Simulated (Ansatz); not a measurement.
H$_{4}$O$_{2}$Se$_{2}$Ti (`[OH][Ti]([OH])([SeH])[SeH]`). Charge 0, multiplicity 1.

Z-matrix (Å, degrees):
```
Ti
O 1 1.766
Se 1 2.438 2 109.6
O 1 1.769 2 115.6 3 -122.6
Se 1 2.433 2 103.2 3 117.6
H 2 0.958 1 141.8 3 122.7
H 3 1.471 1 89.5 2 -144.8
H 4 0.957 1 141.3 2 -104.9
H 5 1.472 1 91.1 2 -172.6
```

Question: What are the harmonic wavenumbers in cm⁻¹ at PBE0-D4/def2-TZVP (Ansatz, finite differences of forces, unscaled)? (An estimate is asked.)

Answer: The calculation gave: 68, 107, 119, 133, 154, 175, 193, 249, 282, 296, 319, 389, 405, 469, 473, 783, 824, 2428, 2437, 3937, 3945.

Question: Is this a minimum?

Answer: Yes, all 21 modes are real.

Question: Give the ideal-gas thermochemistry at 298.15 K and 1 bar (rigid rotor, harmonic oscillator; point group C1, symmetry number 1).

Answer: Zero-point energy 108.8 kJ/mol; H(298) − E = 139.0 kJ/mol; entropy 432.5 J/(mol·K), of which translation 177.3, rotation 127.3, vibration 128.0; G(298) − E = 10.0 kJ/mol. Modes under 100 cm⁻¹ are hindered rotations or soft bends, so the harmonic entropy is rough.

Question: And at 400, 500, 600, 800 and 1000 K?

Answer: 
| T (K) | H − E (kJ/mol) | S (J/mol/K) | G − E (kJ/mol) |
| --- | --- | --- | --- |
| 400 | 154.5 | 477.2 | -36.4 |
| 500 | 170.5 | 512.9 | -86.0 |
| 600 | 187.0 | 543.0 | -138.8 |
| 800 | 221.2 | 592.1 | -252.5 |
| 1000 | 256.6 | 631.5 | -375.0 |

Question: Rotational constants (cm⁻¹)?

Answer: 0.06051, 0.02334, 0.0202.
